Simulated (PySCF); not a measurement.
C₃H₅ (SMILES C=[C]C), doublet (typed; the unrestricted solution is spin-contaminated), at a GFN2-xTB geometry; HF/STO-3G in PySCF.

Here is a job for PySCF.
```python
from pyscf import gto, scf

mol = gto.M(
    atom='''
C     1.313529    0.256226   -0.021927
C     0.025909    0.374083   -0.010223
H     1.837879   -0.703925   -0.002493
H     1.970538    1.113360   -0.052235
C    -1.206401   -0.398851    0.024477
H    -1.008352   -1.478408    0.050837
H    -1.788968   -0.136455    0.908191
H    -1.809314   -0.183320   -0.858262
''',
    basis='sto-3g',
    charge=0,
    spin=1,
    verbose=4,
)

mf = scf.UHF(mol)
mf.init_guess = 'atom'
mf.kernel()
```

Output, abridged:

```
PySCF version 2.14.0

[INPUT] verbose = 4
[INPUT] num. atoms = 8
[INPUT] num. electrons = 23
[INPUT] charge = 0
[INPUT] spin (= nelec alpha-beta = 2S) = 1
[INPUT] symmetry False subgroup None
[INPUT] Mole.unit = angstrom
[INPUT] Symbol           X                Y                Z      unit          X                Y                Z       unit  Magmom
[INPUT]  1 C      1.313529000000   0.256226000000  -0.021927000000 AA    2.482210066674   0.484196965993  -0.041436024733 Bohr   0.0
[INPUT]  2 C      0.025909000000   0.374083000000  -0.010223000000 AA    0.048960914161   0.706914417856  -0.019318670171 Bohr   0.0
[INPUT]  3 H      1.837879000000  -0.703925000000  -0.002493000000 AA    3.473087960090  -1.330225462234  -0.004711087229 Bohr   0.0
[INPUT]  4 H      1.970538000000   1.113360000000  -0.052235000000 AA    3.723777138048   2.103945478046  -0.098709844117 Bohr   0.0
[INPUT]  5 C     -1.206401000000  -0.398851000000   0.024477000000 AA   -2.279767486401  -0.753719154509   0.046254826351 Bohr   0.0
[INPUT]  6 H     -1.008352000000  -1.478408000000   0.050837000000 AA   -1.905509117157  -2.793786220366   0.096068006995 Bohr   0.0
[INPUT]  7 H     -1.788968000000  -0.136455000000   0.908191000000 AA   -3.380659565611  -0.257862578328   1.716232258795 Bohr   0.0
[INPUT]  8 H     -1.809314000000  -0.183320000000  -0.858262000000 AA   -3.419107933341  -0.346424593155  -1.621880123121 Bohr   0.0

nuclear repulsion = 64.2728694463984
number of shells = 14
number of NR pGTOs = 60
number of NR cGTOs = 20
basis = sto-3g
ecp = {}

******** <class 'pyscf.scf.uhf.UHF'> ********
method = UHF
initial guess = atom
damping factor = 0
level_shift factor = 0
DIIS = <class 'pyscf.scf.diis.CDIIS'>
diis_start_cycle = 1
diis_space = 8
diis_damp = 0
SCF conv_tol = 1e-09
SCF conv_tol_grad = None
SCF max_cycles = 50
direct_scf = True
direct_scf_tol = 1e-13
number electrons alpha = 12  beta = 11
Set gradient conv threshold to 3.16228e-05
Spherically averaged atomic HF for {'C', 'H'}

******** <class 'pyscf.scf.atom_hf.AtomSphAverageRHF'> ********
method = AtomSphAverageRHF
initial guess = minao
damping factor = 0
level_shift factor = 0
DIIS = <class 'pyscf.scf.diis.CDIIS'>
diis_start_cycle = 1
diis_space = 8
diis_damp = 0
SCF conv_tol = 1e-09
SCF conv_tol_grad = None
SCF max_cycles = 50
direct_scf = True
direct_scf_tol = 1e-13
atom = C
Set gradient conv threshold to 3.16228e-05
Initial guess from minao.
init E= -36.7517431777338
cycle= 1 E= -36.7619269638614  delta_E= -0.0102  |g|=    0  |ddm|= 0.0245
cycle= 2 E= -36.7619269638615  delta_E= -2.13e-14  |g|=    0  |ddm|= 1.91e-15
Extra cycle  E= -36.7619269638615  delta_E=    0  |g|=    0  |ddm|=    0
Atomic HF for atom  C  converged. SCF energy = -36.7619269638615

******** 1 electron system ********
Atomic HF for atom  H  converged. SCF energy = -0.466581849557275

init E= -114.610832562348

cycle= 1 E= -114.968409275633  delta_E= -0.358  |g|= 0.183  |ddm|= 2.65
cycle= 2 E= -115.002774336286  delta_E= -0.0344  |g|= 0.0627  |ddm|= 0.335
cycle= 3 E= -115.007917461505  delta_E= -0.00514  |g|= 0.0258  |ddm|= 0.13
cycle= 4 E= -115.009428640673  delta_E= -0.00151  |g|= 0.0203  |ddm|= 0.0575
cycle= 5 E= -115.011245822732  delta_E= -0.00182  |g|= 0.0195  |ddm|= 0.0728
cycle= 6 E= -115.013162624041  delta_E= -0.00192  |g|= 0.0189  |ddm|= 0.078
cycle= 7 E= -115.018422032693  delta_E= -0.00526  |g|= 0.0105  |ddm|= 0.462
cycle= 8 E= -115.017577439498  delta_E= 0.000845  |g|= 0.0122  |ddm|= 0.251
cycle= 9 E= -115.018948453529  delta_E= -0.00137  |g|= 0.00101  |ddm|= 0.169
cycle= 10 E= -115.018938015534  delta_E= 1.04e-05  |g|= 0.00142  |ddm|= 0.0202
cycle= 11 E= -115.018949492059  delta_E= -1.15e-05  |g|= 0.000522  |ddm|= 0.0204
cycle= 12 E= -115.018951169974  delta_E= -1.68e-06  |g|= 0.000113  |ddm|= 0.00658
cycle= 13 E= -115.018951211209  delta_E= -4.12e-08  |g|= 8e-05  |ddm|= 0.00201
cycle= 14 E= -115.018951244401  delta_E= -3.32e-08  |g|= 3.61e-05  |ddm|= 0.00121
cycle= 15 E= -115.018951252307  delta_E= -7.91e-09  |g|= 9.66e-06  |ddm|= 0.000277
cycle= 16 E= -115.018951252898  delta_E= -5.9e-10  |g|= 1.09e-06  |ddm|= 0.000111
Extra cycle  E= -115.0189512529  delta_E= -2.53e-12  |g|= 8.66e-07  |ddm|= 2.17e-06
converged SCF energy = -115.0189512529  <S^2> = 1.0640228  2S+1 = 2.2926167
```
